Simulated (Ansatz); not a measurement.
Wavefunction ladder for Ge4H10 (`[GeH3][GeH2][GeH2][GeH3]`)

| atom | x (Å) | y (Å) | z (Å) |
| --- | --- | --- | --- |
| Ge1 | -1.6903 | 1.3033 | -1.1296 |
| Ge2 | -1.4773 | -0.1066 | 0.8294 |
| Ge3 | 0.8628 | -0.3391 | 1.4223 |
| Ge4 | 2.1443 | -0.9740 | -0.5337 |
| H5 | -0.9917 | 0.6339 | -2.3249 |
| H6 | -1.0198 | 2.6632 | -0.8737 |
| H7 | -3.1662 | 1.5396 | -1.4894 |
| H8 | -2.2745 | 0.4923 | 2.0033 |
| H9 | -2.0605 | -1.4979 | 0.5185 |
| H10 | 1.0357 | -1.3908 | 2.5342 |
| H11 | 1.3856 | 1.0080 | 1.9556 |
| H12 | 1.5671 | -2.2616 | -1.1446 |
| H13 | 2.0637 | 0.1430 | -1.5876 |
| H14 | 3.6212 | -1.2133 | -0.1799 |

Total charge 0; spin multiplicity 1. Correlated methods include outer-core shells of Ge, which these sets cover unevenly. Scalar relativity is left out up to krypton. Geometry: relaxed with PBE0-D4/def2-TZVP. It is one conformer, not always the lowest. Frozen core, restricted reference, Ansatz 0.2.0.

| basis | HF (Eh) | MP2 corr. |
| --- | --- | --- |
| def2-SVP | -8306.24318 | -0.94729 |
| def2-TZVPP | -8307.30171 | -1.05976 |
| def2-QZVPP | -8307.46988 | -2.11515 |

Q: Estimate the CCSD correlation energy and the (T) correction in each basis where they were run (hartree).

A: 
```csv
basis,CCSD corr.,(T)
def2-SVP,-0.98181,-0.02895
def2-TZVPP,-1.10388,-0.03923
```
